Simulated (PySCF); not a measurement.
Job file and geometry (Å, from GFN2-xTB) of an NMR shielding run on `InChI=1S/C4H8B2F2/c1-4(2-5)3-6(7)8/h3H,2,5H2,1H3/b4-3-`, GIAO PBE0/pcSseg-1 NMR shielding, non-relativistic, gas phase (PySCF 2.14.0, density-fitted response routines); density fitting, a coarse starting grid and PySCF grid level 2 are the driver's defaults:

```
$ OMP_NUM_THREADS=1 python probes_run.py task.json out

{"job": {"kind": "nmr", "xc": "PBE0", "basis": "pcSseg-1"}, "charge": 0, "multiplicity": 1}
B     -2.020675    -0.703032    -0.097817
C     -0.912793    -0.000059     0.770777
C      0.279765     0.474575     0.012236
C      0.115842     1.813981    -0.632647
C      1.411693    -0.239609    -0.133009
B      1.740220    -1.620824     0.441269
F      2.899116    -2.216727     0.190931
F      0.951685    -2.350167     1.225723
H     -1.867367    -0.890431    -1.240732
H     -3.011337    -1.034181     0.425197
H     -1.352002     0.833507     1.325812
H     -0.618906    -0.734480     1.523907
H      0.964423     2.062456    -1.263945
H     -0.792835     1.822696    -1.233341
H      0.011672     2.586077     0.130074
H      2.193899     0.205164    -0.737752
```

**Question.** Write the output of this run.

**Answer.** 
```
coarse grid: 13648 points
cycle   1  E = -406.0857683568  dE =  7.963e-01  |g| = 6.830e-01  |ddm| = 3.474e+00
cycle   2  E = -406.0526180680  dE =  3.315e-02  |g| = 8.732e-01  |ddm| = 9.423e-01
cycle   3  E = -406.1718614285  dE = -1.192e-01  |g| = 7.030e-02  |ddm| = 4.991e-01
cycle   4  E = -406.1727864606  dE = -9.250e-04  |g| = 2.713e-02  |ddm| = 7.833e-02
cycle   5  E = -406.1729563148  dE = -1.699e-04  |g| = 5.009e-03  |ddm| = 2.970e-02
cycle   6  E = -406.1729611622  dE = -4.847e-06  |g| = 2.818e-03  |ddm| = 6.889e-03
final grid: 133432 points
cycle   7  E = -406.2271092102  dE = -6.418e-05  |g| = 9.721e-03  |ddm| = 3.339e-02
cycle   8  E = -406.2270817507  dE =  2.746e-05  |g| = 1.419e-02  |ddm| = 2.073e-02
cycle   9  E = -406.2271318597  dE = -5.011e-05  |g| = 2.167e-03  |ddm| = 1.322e-02
cycle  10  E = -406.2271330188  dE = -1.159e-06  |g| = 2.289e-04  |ddm| = 1.902e-03
cycle  11  E = -406.2271330304  dE = -1.158e-08  |g| = 7.150e-05  |ddm| = 2.566e-04
cycle  12  E = -406.2271330315  dE = -1.148e-09  |g| = 2.411e-05  |ddm| = 7.274e-05
cycle  13  E = -406.2271330316  dE = -1.007e-10  |g| = 6.259e-06  |ddm| = 1.919e-05
converged SCF energy = -406.2271330316

GIAO shielding tensors (ppm)
atom      isotropic    diamagn.    paramagn.     s11        s22        s33       span
  0 B        8.592     192.909    -184.316    -64.849    -35.691    126.318    191.167
  1 C      139.138     253.243    -114.105    115.807    144.521    157.087     41.280
  2 C       -4.555     261.728    -266.283   -137.867    -36.205    160.407    298.274
  3 C      153.061     248.228     -95.168    131.783    142.503    184.896     53.113
  4 C       73.452     255.643    -182.190    -19.683     89.730    150.310    169.993
  5 B       76.706     194.216    -117.510     59.308     80.762     90.047     30.739
  6 F      249.737     466.439    -216.702    102.714    297.385    349.112    246.397
  7 F      258.440     472.252    -213.812    115.130    284.467    375.724    260.594
  8 H       23.932      30.125      -6.193     14.823     28.324     28.649     13.825
  9 H       23.759      29.728      -5.969     16.412     26.644     28.220     11.809
 10 H       29.095      31.288      -2.193     24.397     29.960     32.929      8.532
 11 H       27.975      31.981      -4.007     21.396     30.221     32.307     10.911
 12 H       29.634      30.614      -0.980     25.908     28.594     34.400      8.492
 13 H       29.703      30.224      -0.521     26.628     28.380     34.100      7.472
 14 H       29.506      29.308       0.198     26.179     27.989     34.351      8.172
 15 H       26.264      32.722      -6.458     24.136     24.654     30.003      5.867
```

Size and cost of the density-fitted run: 176 basis functions, 17 s wall time on 1 thread of an Intel Xeon 6975P-C, shared host; peak memory 0.79 GiB.
